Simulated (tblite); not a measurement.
Isomers of [C7H7N]+ (charge +1 and doublet state). Method: GFN2-xTB as coded in tblite; computed harmonic values from a numerical Hessian at the method's own geometry, unscaled. The method is semi-empirical: single wavenumbers can be off by several per cent or more. One conformer each. Open shells enter through the occupations alone, without spin polarisation, and single modes of such species can be off by tens of per cent.

Electronic energies: GFN2-xTB at the same geometries; isomer energies are rough at this level and their order can be wrong.

| SMILES | electronic energy, lowest = 0 (kJ/mol) |
| --- | --- |
| [CH2][CH+]c1ccncc1 | 0.0 |
| [H]/N=C\C1=C[C]([CH2+])C=C1 | 130.2 |
| [CH2+][C](C#CC#N)CC | 288.8 |
| [H]/N=C/[C@H](C)C#C[C]=[CH+] | 310.4 |

How do GFN2-xTB zero-point energies change the relative energies?

```
                      SMILES  ZPE (kJ/mol)  of it from modes above 1550 cm⁻¹  electronic (kJ/mol)  with ZPE, lowest = 0 (kJ/mol)  lowest mode (cm⁻¹)  rings
          [CH2][CH+]c1ccncc1         300.8                             147.8                  0.0                            0.0                  68      1
 [H]/N=C\C1=C[C]([CH2+])C=C1         295.7                             151.7                130.2                          125.1                  21      1
         [CH2+][C](C#CC#N)CC         289.9                             152.6                288.8                          277.9                  25      0
[H]/N=C/[C@H](C)C#C[C]=[CH+]         290.2                             166.5                310.4                          299.8                  37      0
```

The zero-point energies span 10.9 kJ/mol, from `[CH2+][C](C#CC#N)CC` to `[CH2][CH+]c1ccncc1`. The order is unchanged.
